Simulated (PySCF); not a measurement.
PySCF input file for In(NCO)(OH)2 (CH2InNO3), SMILES [OH][In]([OH])[N]=C=O, IEF-PCM-PBE0/def2-SVP. The structure is a stationary point at B3LYP-D3(BJ)/def2-SVP. The structure was generated by enumeration; whether it is a known compound was not checked. The def2 effective core potentials stand for the cores of In; spin–orbit coupling is left out. Other conformers were not sampled.

```python
import numpy as np
from pyscf import gto, scf, dft
from pyscf.solvent import pcm

mol = gto.M(
    atom='''
    In    0.01590900   -0.58297402    0.00000000
    N    -0.58265301    1.38086415   -0.00000000
    C    -0.23998520    2.53946352    0.00000000
    O     0.03358837    3.68233436    0.00000000
    O     1.95051925   -1.04615493   -0.00000000
    H     2.49569641   -0.24542886   -0.00000000
    O    -1.41763927   -1.95619055    0.00000000
    H    -2.28850180   -1.53158544   -0.00000000
    ''',
    basis='def2-SVP',
    ecp={'In': 'def2-svp'},
    charge=0,
    spin=0,
    max_memory=1600,
    verbose=3,
)
mf = dft.RKS(mol, xc='pbe0').density_fit(auxbasis='def2-universal-jkfit')
mf.grids.level = 3
mf.conv_tol = 1e-9
mf.max_cycle = 100
mf.kernel()
res = {}
for name, eps in {'water': 78.355, 'dimethylsulfoxide': 46.826, 'N,N-dimethylformamide': 37.219}.items():
    s = mf.PCM()
    s.with_solvent.method, s.with_solvent.eps, s.with_solvent.lebedev_order = 'IEF-PCM', eps, 29
    s.kernel(mf.make_rdm1())
    res[name] = (s.e_tot, eps, s.dip_moment(), s.mo_energy, s.converged)
    print(f'{name}: electrostatic solvation free energy {(s.e_tot - mf.e_tot) * 627.509474:.3f} kcal/mol')
```

Output:

```
converged SCF energy = -509.315969681713

WARN: PCM is an experimental feature. It is still in testing.
Features and APIs may be changed in the future.

converged SCF energy = -509.33810127848
Dipole moment(X, Y, Z, Debye): -0.29840, -0.58753,  0.00000
water: electrostatic solvation free energy -13.888 kcal/mol

WARN: PCM is an experimental feature. It is still in testing.
Features and APIs may be changed in the future.

converged SCF energy = -509.337777680169
Dipole moment(X, Y, Z, Debye): -0.29800, -0.58733, -0.00000
dimethylsulfoxide: electrostatic solvation free energy -13.685 kcal/mol

WARN: PCM is an experimental feature. It is still in testing.
Features and APIs may be changed in the future.

converged SCF energy = -509.337572243717
Dipole moment(X, Y, Z, Debye): -0.29774, -0.58717,  0.00000
N,N-dimethylformamide: electrostatic solvation free energy -13.556 kcal/mol
```

The run converged.

Cost: about 50 core-seconds (a rough figure).
